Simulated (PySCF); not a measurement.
## How ionic is MMg along the alkali metals?

PBE0 in PySCF with def2-SVPD on every atom (core potentials on Rb, Cs), for the lowest determinant that a PBE0 search found; no spin–orbit coupling. A negative dipole means M(+)Mg(−).

| M | state (unpaired electrons) | Re (Å) | μ (D) |
| --- | --- | --- | --- |
| Li | doublet (σ ↑) | 3.105 | -1.05 |
| K | doublet (σ ↑) | 3.936 | -1.89 |
| Rb | doublet (σ ↑) | 4.125 | -2.07 |
| Cs | doublet (σ ↑) | 4.356 | -2.37 |

Give the ionic character |μ|/(e·Re) of each, with 1 e·Å = 4.803 D, and the positive end.

LiMg 7 % (Li positive), KMg 10 % (K positive), RbMg 10 % (Rb positive), CsMg 11 % (Cs positive). Lone pairs and polarisation enter μ too, so this number is only a rough measure of charge transfer.

Spin–orbit coupling is left out. States were picked by a PBE0 search and need not be the measured ground states.
